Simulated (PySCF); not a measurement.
This PySCF input asks for the NMR shieldings of `C[C@@H](C#N)C#[N+][AlH2-][CH2]Cl`, C$_{5}$H$_{8}$AlClN$_{2}$; the geometry comes from GFN2-xTB.

```python
import basis_set_exchange as bse
import numpy as np
from pyscf import gto, dft
from pyscf.prop import nmr

atoms = """
C    -2.197366    1.264191   -0.289496
C    -1.972601    0.061345    0.646333
C    -2.933810   -0.994671    0.364971
N    -3.708492   -1.797528    0.131460
C    -0.638938   -0.443949    0.473300
N     0.428181   -0.812561    0.278235
Al    2.370254   -0.591052    0.757311
C     3.261237   -0.406111   -1.060707
Cl    2.149997    1.005065   -1.249954
H    -3.204025    1.650570   -0.149072
H    -2.076466    0.964901   -1.328015
H    -1.475919    2.045985   -0.064804
H    -2.092258    0.366330    1.695642
H     2.197892    0.693820    1.630008
H     2.554452   -1.936842    1.490273
H     4.268170   -0.002268   -1.198936
H     3.062695   -1.055194   -1.917926
"""
names = dict.fromkeys(["C", "N", "Al", "Cl", "H"], "pcSseg-1")
basis = {el: gto.basis.parse(bse.get_basis(n, elements=[el], fmt="nwchem")) for el, n in names.items()}
mol = gto.M(atom=atoms, basis=basis, charge=0, verbose=0)
mf = dft.RKS(mol, xc="PBE0")
mf.grids.level = 2
mf.grids.alignment = dft.numint.BLKSIZE   # the property module wants whole blocks of grid points
mf.conv_tol = 1e-9
mf.kernel()

calc = nmr.RKS(mf)   # GIAO
C = mf.mo_coeff
Co = C[:, mf.mo_occ > 0]
resp = mf.gen_response(singlet=True, hermi=2)
def vind(x):   # induced exchange potential for any number of trial vectors
    d = np.einsum("pi,xij,qj->xpq", C, 2 * x.reshape(-1, C.shape[1], Co.shape[1]), Co, optimize=True)
    return np.einsum("xpq,pi,qj->xij", resp(d - d.transpose(0, 2, 1)), C, Co, optimize=True).ravel()
mo1, _ = nmr.rhf.solve_mo1(calc, with_cphf=vind)
sigma = calc.kernel(mo1)
for i, s in enumerate(sigma):   # ppm
    w = np.linalg.eigvalsh((s + s.T) / 2)
    print("%2d %-2s iso %8.1f  s11 %8.1f  s22 %8.1f  s33 %8.1f" % (i, mol.atom_pure_symbol(i), w.mean(), *w))
```

Question: Give the expected output.

Answer: 
```
 0 C  iso    167.7  s11    155.2  s22    162.1  s33    186.0
 1 C  iso    170.8  s11    160.0  s22    171.0  s33    181.5
 2 C  iso     71.4  s11    -45.6  s22    -35.4  s33    295.1
 3 N  iso    -46.3  s11   -224.0  s22   -208.7  s33    293.8
 4 C  iso     56.3  s11    -50.2  s22    -47.0  s33    266.1
 5 N  iso     14.2  s11   -137.9  s22   -123.4  s33    303.8
 6 Al iso    445.2  s11    399.8  s22    443.5  s33    492.3
 7 C  iso    161.6  s11    127.1  s22    159.3  s33    198.5
 8 Cl iso    926.2  s11    848.0  s22    928.6  s33   1002.2
 9 H  iso     29.9  s11     25.4  s22     27.4  s33     36.8
10 H  iso     29.7  s11     26.6  s22     28.0  s33     34.4
11 H  iso     29.8  s11     25.4  s22     28.2  s33     35.7
12 H  iso     28.0  s11     24.4  s22     25.9  s33     33.6
13 H  iso     27.2  s11     24.9  s22     25.5  s33     31.1
14 H  iso     27.5  s11     23.9  s22     25.4  s33     33.2
15 H  iso     29.0  s11     23.2  s22     27.2  s33     36.6
16 H  iso     29.1  s11     23.7  s22     27.4  s33     36.2
```

These numbers come from an equivalent density-fitted implementation of the same equations, which agrees with the script to about 0.01 ppm for H and up to a few tenths of a ppm for heavy atoms, so last digits may differ.

Size and cost of the density-fitted run: 207 basis functions, 47 s wall time on 1 thread of an Arm Neoverse V1, shared host; peak memory 0.98 GiB.
